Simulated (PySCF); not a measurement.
**Ce+: excitation energy**

Ce+ [Xe] 4f1 5d2 (high-spin determinant) → Ce+ [Xe] 5d3 (4F), as a difference of total energies. All numbers are calculated (PySCF 2.14, scalar relativity by spin-free X2C-1e, in cc-pVDZ-X2C (8s7p5d3f1g, 84 functions)). The calculations carry no spin-orbit coupling.

```json
{"method": "UHF", "excitation energy (eV)": "2.609"}
{"method": "PW91", "excitation energy (eV)": "4.386"}
{"method": "CAM-B3LYP", "excitation energy (eV)": "4.236"}
```

The determinant of the lower state mixes LS terms, which raises its energy above the lowest term, most at the Hartree-Fock and MP2 levels.
